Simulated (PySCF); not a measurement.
# Computed records: AlFHN

All values are calculated (PySCF 2.14.0). Calculation on a computer-drawn molecule: vertical ionisation energy to the stated ion spin, frozen-core CCSD(T) at the basis limit and cheaper methods, single-reference cases, UHF for radicals, no spin-orbit; all values are single points at the evaluated structure, the first of each entry, which is the reference or a displaced copy of it and isn't optimised; the reference structure only sets the zero of the energies above reference; triples share is (T) over the correlation energy.

Common to all runs: charge 0; multiplicity 1; ion multiplicity 2; diffuse functions no; basis cc-pV(n+d)Z; reference is the Hartree-Fock double-zeta minimum; best is HF at quadruple zeta + MP2 correlation extrapolated from triple and quadruple zeta + CCSD(T) minus MP2 at triple zeta; basis step is the size of the change from the same recipe one zeta lower.

(1) 
```xyz
4
formula=AlFHN ionisation_energy_best=8.724 ionisation_energy_basis_step=0.07107 energy_above_reference_best=33.57 energy_above_reference_basis_step=0.3988 ionisation_energy_Koopmans_at_triple_zeta=9.124 ionisation_energy_EOM_CCSD_at_triple_zeta=8.468 total_energy_HF_triple_zeta=-396.3995 total_energy_CCSD(T)_triple_zeta=-396.9745 total_energy_best=-397.0678 T1_diagnostic_at_triple_zeta=0.01988 D1_diagnostic_at_triple_zeta=0.05118 ion_T1_diagnostic_at_triple_zeta=0.01685 ion_D1_diagnostic_at_triple_zeta=0.04282 ion_spin_squared_at_triple_zeta=0.7731 triples_share_at_triple_zeta=0.04143 basis_functions_triple_zeta=113 dipole_magnitude_HF_at_triple_zeta=1.666 dipole_magnitude_CCSD_unrelaxed_at_triple_zeta=1.057 dipole_magnitude_PBE_at_triple_zeta=0.859 dipole_magnitude_r2SCAN_at_triple_zeta=1.056 dipole_magnitude_B3LYP_at_triple_zeta=1.045 dipole_magnitude_wB97X_at_triple_zeta=1.357
N      0.7336    -0.9455     0.3545
Al    -0.5875     0.0857     0.6010
F     -1.9083     1.0372     0.7748
H      1.8099    -1.6933     0.2855
```

Units: ionisation_energy_best, ionisation_energy_basis_step, ionisation_energy_Koopmans_at_triple_zeta, ionisation_energy_EOM_CCSD_at_triple_zeta in eV; energy_above_reference_best, energy_above_reference_basis_step in kcal/mol; total_energy_HF_triple_zeta, total_energy_CCSD(T)_triple_zeta, total_energy_best in hartree; dipole_magnitude_HF_at_triple_zeta, dipole_magnitude_CCSD_unrelaxed_at_triple_zeta, dipole_magnitude_PBE_at_triple_zeta, dipole_magnitude_r2SCAN_at_triple_zeta, dipole_magnitude_B3LYP_at_triple_zeta, dipole_magnitude_wB97X_at_triple_zeta in debye.

Reference structure:
```xyz
4
AlFHN
N      0.6760    -0.9195     0.4094
Al    -0.5829     0.0179     0.5850
F     -1.8841     0.9884     0.7670
H      1.4640    -1.5071     0.2985
```

Drawn bonds:
```tsv
atom	other atom	order
1	2	2
2	3	1
1	4	1
```

Triple zeta:
```tsv
method	ionisation energy (eV)	energy above reference (kcal/mol)
HF	6.637	44.29
PBE	8.62	30.53
r2SCAN	8.39	34.42
B3LYP	8.504	34.58
wB97X	8.33	37.54
MP2	8.725	33.37
CCSD	8.282	35.77
CCSD(T)	8.479	33.74
```

(2) 
```xyz
4
formula=AlFHN ionisation_energy_best=9.159 ionisation_energy_basis_step=0.0659 energy_above_reference_best=11.82 energy_above_reference_basis_step=0.09768 ionisation_energy_Koopmans_at_triple_zeta=9.577 ionisation_energy_EOM_CCSD_at_triple_zeta=8.944 total_energy_HF_triple_zeta=-396.4461 total_energy_CCSD(T)_triple_zeta=-397.0094 total_energy_best=-397.1025 T1_diagnostic_at_triple_zeta=0.01668 D1_diagnostic_at_triple_zeta=0.04007 ion_T1_diagnostic_at_triple_zeta=0.01448 ion_D1_diagnostic_at_triple_zeta=0.03395 ion_spin_squared_at_triple_zeta=0.7624 triples_share_at_triple_zeta=0.03793 basis_functions_triple_zeta=113 dipole_magnitude_HF_at_triple_zeta=1.394 dipole_magnitude_CCSD_unrelaxed_at_triple_zeta=0.9946 dipole_magnitude_PBE_at_triple_zeta=0.8249 dipole_magnitude_r2SCAN_at_triple_zeta=0.986 dipole_magnitude_B3LYP_at_triple_zeta=0.9501 dipole_magnitude_wB97X_at_triple_zeta=1.184
N      0.6761    -0.9194     0.4095
Al    -0.5830     0.0180     0.5848
F     -1.8842     0.9884     0.7672
H      1.6048    -1.6123     0.2789
```

Units: ionisation_energy_best, ionisation_energy_basis_step, ionisation_energy_Koopmans_at_triple_zeta, ionisation_energy_EOM_CCSD_at_triple_zeta in eV; energy_above_reference_best, energy_above_reference_basis_step in kcal/mol; total_energy_HF_triple_zeta, total_energy_CCSD(T)_triple_zeta, total_energy_best in hartree; dipole_magnitude_HF_at_triple_zeta, dipole_magnitude_CCSD_unrelaxed_at_triple_zeta, dipole_magnitude_PBE_at_triple_zeta, dipole_magnitude_r2SCAN_at_triple_zeta, dipole_magnitude_B3LYP_at_triple_zeta, dipole_magnitude_wB97X_at_triple_zeta in debye.

Reference structure:
```xyz
4
AlFHN
N      0.6760    -0.9195     0.4094
Al    -0.5829     0.0179     0.5850
F     -1.8841     0.9884     0.7670
H      1.4640    -1.5071     0.2985
```

Drawn bonds:
```tsv
atom	other atom	order
1	2	2
2	3	1
1	4	1
```

Triple zeta:
```tsv
method	ionisation energy (eV)	energy above reference (kcal/mol)
HF	7.217	15.03
PBE	9.076	10.34
r2SCAN	8.869	11.74
B3LYP	8.992	11.71
wB97X	8.857	12.4
MP2	9.13	11.83
CCSD	8.768	12.33
CCSD(T)	8.93	11.84
```

(3) 
```xyz
4
formula=AlFHN ionisation_energy_best=9.286 ionisation_energy_basis_step=0.06505 energy_above_reference_best=0.7403 energy_above_reference_basis_step=0.01899 ionisation_energy_Koopmans_at_triple_zeta=9.665 ionisation_energy_EOM_CCSD_at_triple_zeta=9.094 total_energy_HF_triple_zeta=-396.4693 total_energy_CCSD(T)_triple_zeta=-397.0271 total_energy_best=-397.1201 T1_diagnostic_at_triple_zeta=0.01618 D1_diagnostic_at_triple_zeta=0.03914 ion_T1_diagnostic_at_triple_zeta=0.01383 ion_D1_diagnostic_at_triple_zeta=0.03236 ion_spin_squared_at_triple_zeta=0.7594 triples_share_at_triple_zeta=0.0367 basis_functions_triple_zeta=113 dipole_magnitude_HF_at_triple_zeta=1.592 dipole_magnitude_CCSD_unrelaxed_at_triple_zeta=1.201 dipole_magnitude_PBE_at_triple_zeta=1.033 dipole_magnitude_r2SCAN_at_triple_zeta=1.192 dipole_magnitude_B3LYP_at_triple_zeta=1.156 dipole_magnitude_wB97X_at_triple_zeta=1.382
N      0.6707    -0.9491     0.4112
Al    -0.5844    -0.0220     0.5453
F     -1.8553     0.9592     0.7970
H      1.4641    -1.5587     0.2942
```

Units: ionisation_energy_best, ionisation_energy_basis_step, ionisation_energy_Koopmans_at_triple_zeta, ionisation_energy_EOM_CCSD_at_triple_zeta in eV; energy_above_reference_best, energy_above_reference_basis_step in kcal/mol; total_energy_HF_triple_zeta, total_energy_CCSD(T)_triple_zeta, total_energy_best in hartree; dipole_magnitude_HF_at_triple_zeta, dipole_magnitude_CCSD_unrelaxed_at_triple_zeta, dipole_magnitude_PBE_at_triple_zeta, dipole_magnitude_r2SCAN_at_triple_zeta, dipole_magnitude_B3LYP_at_triple_zeta, dipole_magnitude_wB97X_at_triple_zeta in debye.

Reference structure:
```xyz
4
AlFHN
N      0.6760    -0.9195     0.4094
Al    -0.5829     0.0179     0.5850
F     -1.8841     0.9884     0.7670
H      1.4640    -1.5071     0.2985
```

Drawn bonds:
```tsv
atom	other atom	order
1	2	2
2	3	1
1	4	1
```

Triple zeta:
```tsv
method	ionisation energy (eV)	energy above reference (kcal/mol)
HF	7.378	0.4626
PBE	9.218	0.6739
r2SCAN	9.011	0.5961
B3LYP	9.14	0.5799
wB97X	9.01	0.5287
MP2	9.243	0.8068
CCSD	8.911	0.6577
CCSD(T)	9.066	0.7245
```

(4) 
```xyz
4
formula=AlFHN ionisation_energy_best=8.915 ionisation_energy_basis_step=0.07451 energy_above_reference_best=1.81 energy_above_reference_basis_step=0.06178 ionisation_energy_Koopmans_at_triple_zeta=9.236 ionisation_energy_EOM_CCSD_at_triple_zeta=8.705 total_energy_HF_triple_zeta=-396.4614 total_energy_CCSD(T)_triple_zeta=-397.0253 total_energy_best=-397.1184 T1_diagnostic_at_triple_zeta=0.01831 D1_diagnostic_at_triple_zeta=0.04575 ion_T1_diagnostic_at_triple_zeta=0.01471 ion_D1_diagnostic_at_triple_zeta=0.03706 ion_spin_squared_at_triple_zeta=0.7618 triples_share_at_triple_zeta=0.03882 basis_functions_triple_zeta=113 dipole_magnitude_HF_at_triple_zeta=2.037 dipole_magnitude_CCSD_unrelaxed_at_triple_zeta=1.464 dipole_magnitude_PBE_at_triple_zeta=1.284 dipole_magnitude_r2SCAN_at_triple_zeta=1.481 dipole_magnitude_B3LYP_at_triple_zeta=1.454 dipole_magnitude_wB97X_at_triple_zeta=1.743
N      0.6707    -0.9491     0.4112
Al    -0.6726     0.0431     0.5547
F     -1.9435     1.0243     0.8064
H      1.4641    -1.5587     0.2942
```

Units: ionisation_energy_best, ionisation_energy_basis_step, ionisation_energy_Koopmans_at_triple_zeta, ionisation_energy_EOM_CCSD_at_triple_zeta in eV; energy_above_reference_best, energy_above_reference_basis_step in kcal/mol; total_energy_HF_triple_zeta, total_energy_CCSD(T)_triple_zeta, total_energy_best in hartree; dipole_magnitude_HF_at_triple_zeta, dipole_magnitude_CCSD_unrelaxed_at_triple_zeta, dipole_magnitude_PBE_at_triple_zeta, dipole_magnitude_r2SCAN_at_triple_zeta, dipole_magnitude_B3LYP_at_triple_zeta, dipole_magnitude_wB97X_at_triple_zeta in debye.

Reference structure:
```xyz
4
AlFHN
N      0.6760    -0.9195     0.4094
Al    -0.5829     0.0179     0.5850
F     -1.8841     0.9884     0.7670
H      1.4640    -1.5071     0.2985
```

Drawn bonds:
```tsv
atom	other atom	order
1	2	2
2	3	1
1	4	1
```

Triple zeta:
```tsv
method	ionisation energy (eV)	energy above reference (kcal/mol)
HF	6.904	5.442
PBE	8.842	1.364
r2SCAN	8.61	2.572
B3LYP	8.736	2.806
wB97X	8.578	3.722
MP2	8.887	1.433
CCSD	8.505	2.687
CCSD(T)	8.685	1.861
```
